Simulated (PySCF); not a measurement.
A calculated (BP86, PySCF 2.14, x2c-SVPall, the spin-free X2C one-electron Hamiltonian (Gaussian nucleus)) atom or ion has these occupied shells.

```json
{"shell": "1s α", "electrons": "1", "orbital energy (eV)": "-32922.4", "rms radius, mean of both spins (bohr)": "0.0312"}
{"shell": "1s β", "electrons": "1", "orbital energy (eV)": "-32922.4", "rms radius, mean of both spins (bohr)": "0.0312"}
{"shell": "2s α", "electrons": "1", "orbital energy (eV)": "-5087.9", "rms radius, mean of both spins (bohr)": "0.127"}
{"shell": "2s β", "electrons": "1", "orbital energy (eV)": "-5087.9", "rms radius, mean of both spins (bohr)": "0.127"}
{"shell": "2p α", "electrons": "3", "orbital energy (eV)": "-4572.3", "rms radius, mean of both spins (bohr)": "0.113"}
{"shell": "2p β", "electrons": "3", "orbital energy (eV)": "-4572.3", "rms radius, mean of both spins (bohr)": "0.113"}
{"shell": "3s α", "electrons": "1", "orbital energy (eV)": "-1028.4", "rms radius, mean of both spins (bohr)": "0.335"}
{"shell": "3s β", "electrons": "1", "orbital energy (eV)": "-1028.3", "rms radius, mean of both spins (bohr)": "0.335"}
{"shell": "3p α", "electrons": "3", "orbital energy (eV)": "-860.65", "rms radius, mean of both spins (bohr)": "0.336"}
{"shell": "3p β", "electrons": "3", "orbital energy (eV)": "-860.62", "rms radius, mean of both spins (bohr)": "0.336"}
{"shell": "3d α", "electrons": "5", "orbital energy (eV)": "-607.15", "rms radius, mean of both spins (bohr)": "0.314"}
{"shell": "3d β", "electrons": "5", "orbital energy (eV)": "-607.12", "rms radius, mean of both spins (bohr)": "0.314"}
{"shell": "4s α", "electrons": "1", "orbital energy (eV)": "-181.01", "rms radius, mean of both spins (bohr)": "0.788"}
{"shell": "4s β", "electrons": "1", "orbital energy (eV)": "-180.95", "rms radius, mean of both spins (bohr)": "0.788"}
{"shell": "4p α", "electrons": "3", "orbital energy (eV)": "-128.22", "rms radius, mean of both spins (bohr)": "0.845"}
{"shell": "4p β", "electrons": "3", "orbital energy (eV)": "-128.15", "rms radius, mean of both spins (bohr)": "0.845"}
{"shell": "4d α", "electrons": "5", "orbital energy (eV)": "-50.685", "rms radius, mean of both spins (bohr)": "1.00"}
{"shell": "4d β", "electrons": "5", "orbital energy (eV)": "-50.572", "rms radius, mean of both spins (bohr)": "1.00"}
{"shell": "5s α", "electrons": "1", "orbital energy (eV)": "-17.588", "rms radius, mean of both spins (bohr)": "2.09"}
{"shell": "5s β", "electrons": "1", "orbital energy (eV)": "-16.917", "rms radius, mean of both spins (bohr)": "2.09"}
{"shell": "5p α", "electrons": "3", "orbital energy (eV)": "-7.244", "rms radius, mean of both spins (bohr)": "2.61"}
{"shell": "5p β", "electrons": "2", "orbital energy (eV)": "-6.562", "rms radius, mean of both spins (bohr)": "2.61"}
```

Q: Name the element and its charge.

A: I (iodine, neutral), in [Kr] 4d10 5s2 5p5, 2P determinant.
